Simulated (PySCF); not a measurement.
V(NH)F3 (singlet state).
SMILES: `[NH]=[V]([F])([F])[F]`

The closed-shell ground state was solved at several levels (PySCF, density fitting, gas phase, non-relativistic). Isolated species at its PBE0-D3(BJ)/def2-SVP geometry, gas phase.

```json
{"level": "PBE/pcJ-1 (pcSseg-1 on V)", "basis functions": "163", "HOMO (eV)": "-7.93", "LUMO (eV)": "-4.03", "gap (eV)": "3.90", "dipole (D)": "2.09"}
{"level": "PBE0/pcSseg-1 (pcSseg-2 on V)", "basis functions": "146", "HOMO (eV)": "-9.58", "LUMO (eV)": "-3.12", "gap (eV)": "6.46", "dipole (D)": "2.38"}
{"level": "PBE0/def2-SVPD", "basis functions": "131", "HOMO (eV)": "-9.74", "LUMO (eV)": "-3.37", "gap (eV)": "6.37", "dipole (D)": "2.52"}
{"level": "PBE/pcSseg-1 (pcSseg-2 on V)", "basis functions": "146", "HOMO (eV)": "-7.90", "LUMO (eV)": "-3.96", "gap (eV)": "3.94", "dipole (D)": "2.05"}
```

Question: What might B3LYP/pcSseg-1 (pcSseg-2 on V) (146 basis functions) give for the same quantities?

Answer: HOMO -9.29 eV, LUMO -3.40 eV, gap 5.89 eV, dipole 2.36 D.

Question: Over all these levels, which gives the widest orbital gap and which the narrowest?

Answer: PBE0/pcSseg-1 (pcSseg-2 on V) (global hybrid, 25 % exact exchange) has the widest, 6.46 eV, and PBE/pcJ-1 (pcSseg-1 on V) (GGA) the narrowest, 3.90 eV. Functional and basis both differ between the two, so the spread mixes both effects.

Question: In the pcSseg-1 (pcSseg-2 on V) basis, how does the gap go with the fixed share of exact exchange?

Answer: PBE (0 %) 3.94 eV; B3LYP (20 %) 5.89 eV; PBE0 (25 %) 6.46 eV. Each rise in the share widens the gap here.

Question: How far do the dipole and the HOMO energy spread over the levels?

Answer: The dipole runs from 2.05 to 2.52 D (mean 2.28 D) and the HOMO from -9.74 to -7.90 eV.
